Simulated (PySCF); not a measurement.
**`CCOC[SiH](O)O`, C$_{3}$H$_{10}$O$_{3}$Si**

Molfile (atoms numbered from 1):
```
C3H10O3Si
     RDKit          3D

 17 16  0  0  0  0  0  0  0  0999 V2000
    2.3546   -1.1543    0.4119 C   0  0  0  0  0  0  0  0  0  0  0  0
    0.8552   -1.3833    0.3089 C   0  0  0  0  0  0  0  0  0  0  0  0
    0.2181   -0.1551    0.0466 O   0  0  0  0  0  0  0  0  0  0  0  0
   -1.1932   -0.2562   -0.0702 C   0  0  0  0  0  0  0  0  0  0  0  0
   -1.7844    1.5286   -0.4206 Si  0  0  0  0  0  4  0  0  0  0  0  0
   -1.1496    2.0326   -1.8266 O   0  0  0  0  0  0  0  0  0  0  0  0
   -1.3970    2.4745    0.8399 O   0  0  0  0  0  0  0  0  0  0  0  0
    2.5696   -0.4533    1.2141 H   0  0  0  0  0  0  0  0  0  0  0  0
    2.7324   -0.7402   -0.5191 H   0  0  0  0  0  0  0  0  0  0  0  0
    2.8592   -2.0949    0.6145 H   0  0  0  0  0  0  0  0  0  0  0  0
    0.6311   -2.0981   -0.4998 H   0  0  0  0  0  0  0  0  0  0  0  0
    0.4670   -1.8093    1.2485 H   0  0  0  0  0  0  0  0  0  0  0  0
   -1.6166   -0.6691    0.8541 H   0  0  0  0  0  0  0  0  0  0  0  0
   -1.4539   -0.9549   -0.8752 H   0  0  0  0  0  0  0  0  0  0  0  0
   -3.2161    1.6745   -0.5779 H   0  0  0  0  0  0  0  0  0  0  0  0
   -0.2810    1.7503   -2.1043 H   0  0  0  0  0  0  0  0  0  0  0  0
   -0.6022    2.3202    1.3455 H   0  0  0  0  0  0  0  0  0  0  0  0
  1  2  1  0
  2  3  1  0
  3  4  1  0
  4  5  1  0
  5  6  1  0
  5  7  1  0
  1  8  1  0
  1  9  1  0
  1 10  1  0
  2 11  1  0
  2 12  1  0
  4 13  1  0
  4 14  1  0
  5 15  1  0
  6 16  1  0
  7 17  1  0
M  END
```

Computed with GIAO B97-2/pcSseg-1 magnetisability, rotational g tensor and spin-rotation constants, non-relativistic, gas phase in PySCF. Geometry: GFN2-xTB.

Give the nuclear spin-rotation constants along the inertial axes (H = +C I·J) beside the isotropic shieldings.

Rotational constants 4.0707, 1.0039, 0.9738 GHz. A star marks the isotopologue with that one atom substituted, in its own axes.
```csv
atom,isotope,Caa (kHz),Cbb (kHz),Ccc (kHz),mean (kHz),σ (ppm)
H8,1H,-0.437,-0.024,-0.063,-0.175,30.4
H9,1H,-0.437,-0.025,-0.062,-0.175,30.4
H10,1H,0.062,-0.118,-0.100,-0.052,30.8
H11,1H,-0.396,-0.002,-0.057,-0.151,28.3
H12,1H,-0.396,-0.003,-0.056,-0.151,28.3
H13,1H,-0.372,-0.012,-0.063,-0.149,28.8
H14,1H,-0.372,-0.011,-0.064,-0.149,28.8
H15,1H,0.000,-0.100,-0.033,-0.044,27.6
H16,1H,-0.170,-0.087,-0.087,-0.115,29.2
H17,1H,-0.169,-0.087,-0.088,-0.115,29.2
C1,13C*,0.554,0.158,0.130,0.281,167.6
C2,13C*,0.679,0.268,0.242,0.396,111.0
O3,17O*,-0.295,-0.080,-0.061,-0.145,309.9
C4,13C*,0.799,0.247,0.200,0.416,119.6
Si5,29Si*,-2.455,-0.573,-0.559,-1.196,391.4
O6,17O*,-0.509,-0.071,-0.083,-0.221,282.1
```
For the geometry as given, no vibrational averaging.

How do the rotational constants and the g tensor change when H8, H9, H10, H11, H12, H13, H14, H15, H16, H17 are replaced by deuterium?

Constants 3.3444, 0.8707, 0.8553 GHz; g -0.0169, -0.0080, -0.0071, against -0.0205, -0.0089, -0.0078 before.
